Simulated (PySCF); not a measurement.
**Magnetic susceptibility: `C#C/C(F)=C\C(F)(F)F`, C5H2F4**

Geometry:
```
atom   x (Å)   y (Å)   z (Å)
  C1   2.399  -0.614  -0.274
  C2   1.490   0.151  -0.102
  C3   0.438   1.071   0.102
  F4   0.817   2.332   0.336
  C5  -0.863   0.770   0.080
  C6  -1.335  -0.623  -0.172
  F7  -0.884  -1.502   0.741
  F8  -2.670  -0.701  -0.149
  F9  -0.944  -1.100  -1.368
 H10   3.180  -1.299  -0.426
 H11  -1.621   1.518   0.246
```

Method used: GIAO HF/pcSseg-1 magnetisability, rotational g tensor and spin-rotation constants, non-relativistic, gas phase (PySCF 2.14.0). Geometry: GFN2-xTB.

Problem. What are the magnetisability and the molar susceptibility?

Solution. Isotropic -1094 × 10⁻³⁰ J/T², or -65.9 × 10⁻⁶ cm³/mol; principal values -1127, -1097, -1057 × 10⁻³⁰ J/T², anisotropy 61 × 10⁻³⁰ J/T² (root of half the summed squared differences of the principal values). The susceptibility is in cgs units.

Problem. Split it along the inertial axes a, b, c into diamagnetic and paramagnetic parts about the centre of mass, with the quadrupole moment.

Solution. 
| axis | χ (10⁻⁶ cm³/mol) | diamagnetic (10⁻⁶ cm³/mol) | paramagnetic (10⁻⁶ cm³/mol) | summed x² of all electrons (Å²) | quadrupole Θ (D Å) |
| --- | --- | --- | --- | --- | --- |
| a | -65.7 | -513.3 | 447.7 | 193.2 | -6.74 |
| b | -64.1 | -953.4 | 889.3 | 89.5 | +10.98 |
| c | -67.9 | -1199.7 | 1131.8 | 31.5 | -4.24 |

Anisotropies 2χaa − χbb − χcc = +0.6 and 2χbb − χaa − χcc = +5.4 × 10⁻⁶ cm³/mol. Θ is traceless in Buckingham's convention.

Problem. And the rotational g tensor?

Solution. 
```csv
axis,rotational constant (GHz),g,nuclear part,electronic part
a,2.5728,-0.0195,0.5216,-0.5411
b,1.2132,-0.0161,0.4908,-0.5068
c,0.9620,-0.0070,0.5046,-0.5115
```
Asymmetric top; isotopes 12C, 19F, 1H; no vibrational averaging.
